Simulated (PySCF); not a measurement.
BF2Cl, SMILES B(Cl)(F)F.

Geometry: PBE-D3(BJ)/def2-TZVP.

Level of theory: TDA-PBE0/def2-SVPD in PySCF.

Vertical excitations.  State labels are in the subgroup C2v.

```tsv
state	symmetry	energy (eV)	λ (nm)	f	main pairs
S1	A2	7.67	162	0.000	HOMO→LUMO 100 %
S2	B2	8.73	142	0.046	HOMO→LUMO+1 98 %
S3	A1	8.79	141	0.133	HOMO−1→LUMO 91 %
S4	B1	9.09	136	0.062	HOMO−1→LUMO+1 98 %
S5	B1	9.80	127	0.008	HOMO−2→LUMO 97 %
S6	A2	10.21	121	0.000	HOMO−3→LUMO 100 %
S7	B2	10.32	120	0.000	HOMO→LUMO+2 93 %
S8	B1	10.71	116	0.000	HOMO−1→LUMO+2 90 %
S9	A2	10.75	115	0.000	HOMO→LUMO+4 99 %
S10	A1	10.82	115	0.020	HOMO→LUMO+3 79 %
T1	A2	7.47	166	0	HOMO→LUMO 100 %
T2	A1	7.52	165	0	HOMO−1→LUMO 99 %
T3	B2	8.42	147	0	HOMO→LUMO+1 91 %
T4	B1	8.71	142	0	HOMO−1→LUMO+1 83 %
```
Triplets are in the Tamm–Dancoff approximation.
